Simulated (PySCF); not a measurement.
ReO3, SMILES [O]=[Re+](=[O])=[O], charge +1, multiplicity 1. Atoms are numbered in the order given.

```xyz
4

Re     0.0000     0.0000     0.1583
O      1.3322     0.7692    -0.4948
O      0.0000    -1.5383    -0.4948
O     -1.3322     0.7692    -0.4948
```
Charge +1, spin multiplicity 1.

Geometry optimised at PBE0-D3(BJ)/def2-TZVP. The multiplicity is an assumed one; other spin states were not compared. The isomer is the one that the SMILES or the coordinates give; other isomers of the formula were not compared. The def2 effective core potentials stand for the cores of Re; spin–orbit coupling is left out.

The numbers are results of PySCF with TDA-PBE/def2-SVPD, not measurements.

Vertical excitations; the highest root listed may be one member of a degenerate set.  State labels are in the subgroup Cs.

| state | symmetry | energy (eV) | λ (nm) | f | main pairs |
|---|---|---|---|---|---|
| S1 | A" | 2.22 | 559 | 0.000 | HOMO→LUMO 100 % |
| S2 | A" | 2.76 | 449 | 0.006 | HOMO−2→LUMO (degenerate set) |
| S3 | A' | 2.76 | 449 | 0.006 | HOMO−1→LUMO (degenerate set) |
| S4 | A' | 3.76 | 329 | 0.003 | HOMO−3→LUMO 98 % |
| S5 | A" | 4.39 | 282 | 0.002 | HOMO→LUMO+1, HOMO−2→LUMO+1, HOMO−1→LUMO+2 (degenerate set) |
| S6 | A' | 4.39 | 282 | 0.002 | HOMO→LUMO+2, HOMO−2→LUMO+2, HOMO−1→LUMO+1 (degenerate set) |
| S7 | A" | 4.68 | 265 | 0.000 | HOMO−1→LUMO+2 50 %, HOMO−2→LUMO+1 50 % |
| S8 | A' | 4.76 | 261 | 0.004 | HOMO−2→LUMO+2 50 %, HOMO−1→LUMO+1 50 % |
| S9 | A" | 5.06 | 245 | 0.007 | HOMO−2→LUMO+1, HOMO−1→LUMO+2, HOMO→LUMO+1, HOMO−3→LUMO+2 (degenerate set) |
| S10 | A' | 5.06 | 245 | 0.007 | HOMO−1→LUMO+1, HOMO−2→LUMO+2, HOMO→LUMO+2, HOMO−3→LUMO+1 (degenerate set) |
| T1 | A" | 2.00 | 621 | 0 | HOMO→LUMO 99 % |
| T2 | A" | 2.21 | 561 | 0 | HOMO−2→LUMO (degenerate set) |
| T3 | A' | 2.21 | 561 | 0 | HOMO−1→LUMO (degenerate set) |
| T4 | A' | 3.16 | 392 | 0 | HOMO−3→LUMO 96 % |
Triplets are in the Tamm–Dancoff approximation.
